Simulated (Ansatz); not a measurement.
`[OH][GeH]([F])[GeH3]` at its PBE0-D4/def2-TZVP geometry, where that method's forces vanish. Total charge 0; spin multiplicity 1.

```xyz
9

O     1.4479   -0.5616    1.2928
Ge    0.6695   -0.5304   -0.2955
F     0.0992   -2.1532   -0.6049
Ge   -1.2488    0.9308   -0.1026
H     2.2457   -1.0961    1.3156
H     1.7142   -0.2892   -1.4050
H    -2.0399    0.8875   -1.4162
H    -0.7642    2.3633    0.1570
H    -2.1236    0.4489    1.0588
```

What forces (eV/Å) does PBE-D4/def2-TZVPP give on these atoms in Ansatz 0.2.0? (Best estimate.)

Computed: 
```
O1  -0.143  0.276  0.574
Ge2 -0.037  0.465 -0.293
F3  -0.234 -0.621 -0.136
Ge4  0.019 -0.006  0.010
H5   0.392 -0.255 -0.007
H6   0.140  0.036 -0.164
H7  -0.080 -0.002 -0.125
H8   0.038  0.147  0.026
H9  -0.095 -0.041  0.115
```
